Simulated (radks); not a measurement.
Values are calculated unless marked as measured or tabulated.
The fluorine anion F- inside a hard spherical wall (all orbitals vanish at R), configuration held at [Ne] and not refilled when levels cross. Level of theory: scalar-relativistic Kohn-Sham, PBEsol, spin-polarised, spherical densities, finite nucleus; Fermi nuclear charge, rms radius 2.8976 fm (a radial shooting solver on a logarithmic mesh with Libxc functionals). Eigenvalues in eV for spin up, with the zero of energy where the potential of the charges vanishes at infinity; a dash marks a level that is unbound or too diffuse for the functional's potential to be trusted. A positive occupied level is held by the wall or, in an anion where self-interaction has pushed it up, behind a barrier. The pressure on the wall is -dE/dV.

R (bohr) = 15: E (hartree) -99.60612; kinetic (hartree) 99.460; e(1s) -647.09; e(2s) -16.775; e(2p) 1.402; e(3s, empty) 3.276; e(3p, empty) 3.682; pressure (GPa) 0.000227
R (bohr) = 12: E (hartree) -99.60597; kinetic (hartree) 99.461; e(1s) -647.04; e(2s) -16.732; e(2p) 1.442; e(3s, empty) 4.151; e(3p, empty) 4.862; pressure (GPa) 0.00160
R (bohr) = 10: E (hartree) -99.60559; kinetic (hartree) 99.462; e(1s) -646.96; e(2s) -16.660; e(2p) 1.511; e(3s, empty) 5.082; e(3p, empty) 6.184; pressure (GPa) 0.00812
R (bohr) = 8: E (hartree) -99.60399; kinetic (hartree) 99.469; e(1s) -646.74; e(2s) -16.469; e(2p) 1.693; e(3s, empty) 6.674; e(3p, empty) 8.493; pressure (GPa) 0.0581
R (bohr) = 6: E (hartree) -99.59489; kinetic (hartree) 99.509; e(1s) -645.99; e(2s) -15.848; e(2p) 2.300; e(3s, empty) 10.173; e(3p, empty) 13.399; pressure (GPa) 0.682
R (bohr) = 3.5: E (hartree) -99.41028; kinetic (hartree) 100.233; e(1s) -639.29; e(2s) -11.153; e(2p) 7.327; e(3s, empty) 30.534; e(3p, empty) 37.398; pressure (GPa) 53.8
R (bohr) = 3: E (hartree) -99.18639; kinetic (hartree) 101.056; e(1s) -634.00; e(2s) -7.733; e(2p) 11.188; e(3s, empty) 44.773; e(3p, empty) 52.198; pressure (GPa) 177
R (bohr) = 2.5: E (hartree) -98.61054; kinetic (hartree) 103.016; e(1s) -623.69; e(2s) -1.071; e(2p) 18.749; e(3s, empty) 71.977; e(3p, empty) 78.761; pressure (GPa) 687
R (bohr) = 2: E (hartree) -96.93612; kinetic (hartree) 108.023; e(1s) -602.39; e(2s) 13.693; e(2p) 35.054; e(3s, empty) 130.33; e(3p, empty) 132.23; pressure (GPa) 3300
R (bohr) = 1.5: E (hartree) -91.24633; kinetic (hartree) 122.093; e(1s) -555.98; e(2s) 53.159; e(2p) 75.275; e(3s, empty) 278.00; e(3p, empty) 258.41; pressure (GPa) 21600
